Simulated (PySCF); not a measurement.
Bonding in `CCc1cccnc1`

Compound: C7H9N.
Atom-mapped SMILES: `[CH3:1][CH2:2][c:3]1[cH:4][cH:5][cH:6][n:7][cH:8]1` (hydrogens: H9, H10, H11 on C1; H12, H13 on C2; H14 on C4; H15 on C5; H16 on C6; H17 on C8)

Cartesian coordinates in Å at the PBE0-D3(BJ)/def2-SVP level; atoms count from 1:
```xyz
17
C7H9N angstrom
C     -2.312    0.527    0.581
C     -1.398    0.049   -0.545
C      0.018   -0.163   -0.087
C      0.961    0.868   -0.081
C      2.243    0.624    0.400
C      2.544   -0.656    0.865
N      1.663   -1.653    0.866
C      0.443   -1.405    0.403
H     -3.341    0.679    0.221
H     -2.343   -0.205    1.402
H     -1.956    1.480    1.002
H     -1.409    0.782   -1.368
H     -1.789   -0.893   -0.963
H      0.689    1.860   -0.457
H      3.002    1.410    0.413
H      3.544   -0.884    1.251
H     -0.261   -2.247    0.410
```

Bond orders from the PBE0/pcSseg-1 density (PySCF). Isolated species at its PBE0-D3(BJ)/def2-SVP geometry (one conformer only).

Task: Where do the orders between heavy atoms depart from those drawn in the SMILES?

Result: The largest departure is 0.129, at C8–C3 (drawn aromatic, 1.371), counting aromatic bonds as 1.5. The bonds drawn aromatic range from 1.37 to 1.48.

Task: Give the Mayer order of every bond, beside its length.

Result: 
| bond | drawn as | length (Å) | Mayer order |
| --- | --- | --- | --- |
| C1–C2 | single | 1.527 | 1.037 |
| C2–C3 | single | 1.503 | 1.039 |
| C3–C4 | aromatic | 1.397 | 1.393 |
| C4–C5 | aromatic | 1.392 | 1.429 |
| C5–C6 | aromatic | 1.394 | 1.397 |
| C6–N7 | aromatic | 1.330 | 1.467 |
| N7–C8 | aromatic | 1.329 | 1.484 |
| C8–C3 | aromatic | 1.401 | 1.371 |
| C1–H9 | single | 1.101 | 0.967 |
| C1–H10 | single | 1.101 | 0.965 |
| C1–H11 | single | 1.101 | 0.966 |
| C2–H12 | single | 1.102 | 0.942 |
| C2–H13 | single | 1.102 | 0.943 |
| C4–H14 | single | 1.094 | 0.980 |
| C5–H15 | single | 1.092 | 0.956 |
| C6–H16 | single | 1.096 | 0.970 |
| C8–H17 | single | 1.098 | 0.980 |

Bonds between the same two heavy elements. C–C: lowest C1–C2 and C2–C3 (1.037, 1.527 Å), highest C4–C5 (1.429, 1.392 Å). C–N: all 2 within 0.02 of one another (1.467 to 1.484). Bonds named together lie within 0.004.

Task: Sum the orders of all bonds at each heavy atom with more than one neighbour and set the sums beside the valence in the SMILES.

Result: C1 3.935 (drawn 4), C2 3.961 (drawn 4), C3 3.803 (drawn 4), C4 3.802 (drawn 4), C5 3.782 (drawn 4), C6 3.834 (drawn 4), N7 2.951 (drawn 3), C8 3.835 (drawn 4). Orders between atoms that aren't bonded are not in these sums.

For a closed shell the Mayer order of atoms A and B is Σ (PS)μν (PS)νμ over the basis functions μ on A and ν on B, with P the density and S the overlap matrix.

The run behind these numbers computed NMR shieldings as well. Hardware: one thread, Arm Neoverse V2, on a shared host. Cost: 32 s wall.
